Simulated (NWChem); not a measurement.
A series in which one site is exchanged, each optimised at PBE0/def2-SVP with NWChem, gas phase unless a solvent is named. All stand in one matching conformer (torsions within 35°), which need not be the lowest. For some, no frequency run checked for a minimum. def2 effective core potentials on I; no spin-orbit coupling.

A: C[O][Mg][Cl] (CH$_{3}$ClMgO; site = Cl)
B: C[O][Mg][F] (CH3FMgO; site = F)
C: C[O][Mg][I] (CH3IMgO; site = I)
D: [MgH][O]C (CH₄MgO; site = H)

**Question.** Rank them by lowest singlet excitation, CAM-B3LYP/def2-SVPD, TDA (eV), lowest first.

**Answer.** C (4.85), B (4.93), A (4.98), D (5.44)
